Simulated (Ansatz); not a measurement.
A made-up structure of Si2H3OF, closed shell:

| atom | x (Å) | y (Å) | z (Å) |
| --- | --- | --- | --- |
| F1 | -0.8501 | -1.6026 | 1.0738 |
| Si2 | -0.5162 | -0.6884 | -0.1830 |
| O3 | 1.1026 | -0.4987 | -0.2339 |
| Si4 | 0.2460 | 0.8687 | 0.1776 |
| H5 | -0.9575 | -1.0614 | -1.5149 |
| H6 | 0.5524 | 1.1669 | 1.6127 |
| H7 | 0.4229 | 1.8155 | -0.9322 |

It is relaxed with PBE-D4/def2-SVP and then PBE0-D4/def2-TZVP (Ansatz 0.2.0). Atoms count as bonded within 1.22 times the sum of their covalent radii (H–H: 0.88 Å). The end point is not checked to be a true minimum.

(1) Does its bonding change? (Judge from chemistry; the calculation decides.)

Answers

(1) By the calculation: No: no bond forms or breaks.

Where it ends: The first stage lowers the energy by 3.36 eV in 7 steps. It ends as Si₂H₃OF ([F][SiH]1[O][SiH2]1):
```tsv
atom	x (Å)	y (Å)	z (Å)
F1	-1.0007	-1.9220	0.9084
Si2	-0.5933	-0.8736	-0.2159
O3	1.0208	-0.4619	-0.2166
Si4	0.3485	1.0518	0.2128
H5	-1.1020	-1.4236	-1.4890
H6	0.7175	1.5027	1.5761
H7	0.6093	2.1266	-0.7758
```

Labels in which every atom is bracketed show which atoms are joined, not bond orders.

For scale, one of the runs: PBE0-D4/def2-TZVP relaxation, 154 basis functions, launched by `ansatz run in.yaml --threads 2 --pin off --events-out ev --progress --plain --max-ram 4352MiB`. Hardware: 2 CPU threads of an Arm Neoverse V1, shared host. Wall time about 20 s.
